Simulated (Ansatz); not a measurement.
Molecular dynamics, step by step

CH₃BFN (SMILES N=CBF), singlet, revPBE-D4/def2-SVP (Ansatz 0.2.0). Settings (timestep in fs, temperature in K, friction in 1/fs; T counts 21 degrees of freedom, while the starting velocities carry no drift of the centre of mass, so T starts below the set value):

```yaml
hamiltonian: {xc: {name: revPBE}, dispersion: d4}
md: {n_steps: 40, timestep: 0.5, temperature: 700, ensemble: nvt_langevin, seed: 973, friction: 0.01, initial_velocities: maxwell_boltzmann}
```

Start (the SMILES describes the start alone):

```csv
atom,x (Å),y (Å),z (Å)
N1,0.4832,1.0451,-1.0551
C2,-0.1106,0.7052,0.0104
B3,-0.2397,-0.7621,0.5849
F4,0.2817,-1.7368,-0.1257
H5,0.9033,0.2658,-1.5665
H6,-0.5585,1.5360,0.5565
H7,-0.7593,-1.0532,1.5954
```

```csv
step,time (fs),potential energy less the start (meV),kinetic energy (meV),T (K)
0,0.00,0.0,542.9,600
2,1.00,79.4,480.5,531
4,2.00,142.9,431.3,477
6,3.00,168.4,434.0,480
8,4.00,190.9,386.4,427
10,5.00,221.8,423.5,468
12,6.00,246.1,373.4,413
14,7.00,250.9,395.8,437
16,8.00,240.9,454.6,502
18,9.00,239.7,514.0,568
20,10.00,246.7,482.8,534
22,11.00,226.0,541.9,599
24,12.00,164.1,598.6,662
26,13.00,134.3,632.5,699
28,14.00,174.2,632.6,699
30,15.00,245.3,545.3,603
32,16.00,277.4,535.0,591
34,17.00,241.6,550.0,608
36,18.00,189.6,640.3,708
38,19.00,192.1,730.6,808
40,20.00,298.0,558.4,617
```

Step 2, positions (Å) and forces (eV/Å):

```
atom       x       y       z      Fx      Fy      Fz
  N1   0.482   1.041  -1.050   1.098   1.578  -1.983
  C2  -0.101   0.697   0.007  -1.003  -0.255   1.902
  B3  -0.251  -0.756   0.579   0.621   0.669  -1.052
  F4   0.278  -1.734  -0.125   0.449  -0.888  -0.675
  H5   0.908   0.274  -1.571   0.106  -0.847  -0.220
  H6  -0.517   1.539   0.596  -0.278   0.155   0.217
  H7  -0.751  -1.040   1.565  -0.993  -0.411   1.811
```

Step 12, positions (Å) and forces (eV/Å):

| atom | x | y | z | Fx | Fy | Fz |
| --- | --- | --- | --- | --- | --- | --- |
| N1 | 0.495 | 1.034 | -1.045 | 2.256 | 0.601 | -2.926 |
| C2 | -0.063 | 0.670 | 0.013 | -1.018 | 1.808 | 2.708 |
| B3 | -0.296 | -0.717 | 0.543 | 0.053 | -2.342 | 1.470 |
| F4 | 0.274 | -1.730 | -0.119 | -0.100 | -0.376 | -0.210 |
| H5 | 0.925 | 0.242 | -1.629 | -1.066 | 0.499 | 0.640 |
| H6 | -0.323 | 1.494 | 0.786 | -0.183 | -0.390 | -1.026 |
| H7 | -0.831 | -1.001 | 1.638 | 0.058 | 0.200 | -0.655 |

Step 36, positions (Å) and forces (eV/Å):

```tsv
atom	x	y	z	Fx	Fy	Fz
N1	0.589	1.071	-1.056	-2.026	-1.734	1.775
C2	0.020	0.744	0.119	0.538	0.294	-1.406
B3	-0.382	-0.784	0.558	0.843	1.660	-0.401
F4	0.232	-1.768	-0.093	-0.133	-0.273	-0.220
H5	0.425	0.159	-1.589	0.963	0.791	0.005
H6	-0.151	1.590	0.850	0.342	-0.407	-0.227
H7	-1.064	-1.015	1.502	-0.528	-0.330	0.473
```

Last step (40):

N1  (0.592, 1.063, -1.047)
C2  (0.048, 0.767, 0.123)
B3  (-0.382, -0.793, 0.556)
F4  (0.223, -1.777, -0.082)
H5  (0.386, 0.228, -1.553)
H6  (-0.136, 1.605, 0.793)
H7  (-1.178, -1.065, 1.512)
(Å)

The run took about 28 s on 2 CPU threads of an Arm Neoverse V2 (shared host).
